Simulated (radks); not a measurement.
The mean radii <r> (bohr) of the occupied orbitals of an atom or ion are listed with their occupations. Method: scalar-relativistic Kohn-Sham, Slater X-alpha with alpha = 0.667, spin-polarised, spherical densities, finite nucleus; Fermi nuclear charge, rms radius of each element as measured or else 0.836 A^(1/3) + 0.57 fm; computed with a radial shooting solver on a logarithmic mesh with Libxc functionals.

orbital  occ.      <r>
1s up       1  0.03114
1s down     1  0.03114
2s up       1   0.1346
2s down     1   0.1344
2p up       3   0.1173
2p down     3   0.1170
3s up       1   0.3485
3s down     1   0.3499
3p up       3   0.3423
3p down     3   0.3439
3d up       5   0.3100

Name the element and its charge. Open shells, if any, are filled with parallel spins first.

Answer. Z = 47, silver, charge +24: Ag24+ in [Ar] 3d5. The 1s radius gives Z: for a bare nucleus <r> = (2 gamma + 1)/(2Z) with gamma = sqrt(1 - (Z/c)^2), 0.03062 bohr for Z = 47, and screening makes it slightly larger (0.03114 here). The occupations add up to 23, and the charge is Z minus that.
